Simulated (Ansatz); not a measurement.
```xyz
11

N     0.741   -1.356   -0.765
Si    0.487    0.317   -0.780
F     1.796    1.189   -0.446
C    -0.805    0.679    0.534
O    -0.536   -0.159    1.652
H     1.315   -1.835   -1.437
H     0.684   -1.845    0.115
H     0.073    0.767   -2.129
H    -1.802    0.482    0.113
H    -0.769    1.742    0.806
H    -1.183    0.019    2.338
```

The species carries charge 0 and has multiplicity 1.

(1) List the ωB97M-V/def2-TZVPP orbital energies in eV (the Gaussian-basis code of Ansatz). (Best estimate.)

Results:

(1) The calculation gave: Occupied: -1807.47, -676.82, -526.30, -394.05, -282.40, -148.42, -102.57, -102.53, -102.52, -35.37, -31.47, -26.50, -21.88, -17.72, -17.28, -16.25, -15.63, -14.95, -14.81, -14.47, -13.63, -12.30, -10.86, -10.69, -10.29. Lowest empty: 2.00, 2.65, 3.34, 3.50, 4.15, 4.50, 4.85, 5.05.
